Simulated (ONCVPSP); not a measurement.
# Scattering properties, ONCV potential for tungsten (W)

```
Element                 : tungsten (W)
Generator               : ONCVPSP 4.0.1
Type                    : optimised norm-conserving Vanderbilt (ONCV)
Functional              : PBE
Relativity              : scalar-relativistic
Frozen core             : [Kr] 4d10 4f14 5s2
Valence charge          : 12
Reference configuration : 5p6 5d4 6s2
Partial waves           : 6s: rc 2.70 bohr, ncon 4, nbas 8, qcut 2.6 1/bohr, 2 projectors, debl 3.8 Ha; 5p: rc 1.95 bohr, ncon 4, nbas 7, qcut 8.8 1/bohr, 1 projector; 5d: rc 1.75 bohr, ncon 4, nbas 8, qcut 6.2 1/bohr, 2 projectors, debl 0.7 Ha; f scattering state at 0.33 Ha: rc 2.35 bohr, ncon 5, nbas 8, qcut 5.3 1/bohr, 1 projector
Local potential         : polynomial inside 1.20 bohr (lpopt 5, dvloc0 0 Ha)
Core correction         : Teter function fitted to the true core (icmod 2), fcfact 0.35
```

The phase is arctan(r·R′/R) of the radial function R(r), unwrapped; energies in Ha, scanned from -3 to 5 Ha. A pole is an energy at which the radial function vanishes at the test radius. The pseudo phase is shifted by a multiple of π to meet the all-electron one at the reference energy, and phase errors are pseudo minus all-electron; the curves can meet again beyond the range given. Levels narrower than the energy grid can be missing from the lists of poles. n/a: not evaluated, since a narrow level or a reset projector energy made the automatic matching unsafe.

| channel | radius (bohr) | reference energy (Ha) | poles, all-electron | poles, pseudo | unbroken range about the reference energy with phases within 0.05 rad | phase error 1 Ha above the reference energy (rad) |
| --- | --- | --- | --- | --- | --- | --- |
| s | 2.75 | -0.21 | 0.86 | 0.83, 4.05 | n/a | n/a |
| p | 1.98 | -1.59 | -1.23 | -1.24, 3.17 | below 0.2 | -0.009 |
| d | 1.77 | -0.16 | 1.46 | 1.46 | below 4.3 | -0.000 |
| f | 2.38 | 0.33 | -1.21, 2.33 | 2.11 | -1.2 to 2.1 | -0.030 |

Note: ghosts flagged at negative energy: s at -76.6 eV; GHOST(+) flagged for s at 110.5 eV. A true bound ghost makes a file unfit for plane-wave use.

Phases in the s channel:

| E (Ha) | all-electron | pseudo |
| --- | --- | --- |
| -2.98 | 1.337 | -1.770 |
| -2.54 | -1.782 | -1.789 |
| -2.10 | -1.821 | -1.826 |
| -1.66 | -1.880 | -1.884 |
| -1.22 | -1.991 | -1.996 |
| -0.78 | -2.307 | -2.314 |
| -0.34 | -3.604 | -3.605 |
| 0.10 | -4.420 | -4.422 |
| 0.54 | -4.631 | -4.635 |
| 0.98 | -4.737 | -4.746 |
| 1.42 | -4.828 | -4.845 |
| 1.86 | -4.960 | -4.999 |
| 2.30 | -5.344 | -5.510 |
| 2.74 | -6.992 | -7.128 |
| 3.18 | -7.557 | -7.568 |
| 3.62 | -7.699 | -7.699 |
| 4.06 | -7.766 | -7.882 |
| 4.50 | -7.808 | -10.922 |
| 4.94 | -7.840 | -10.956 |
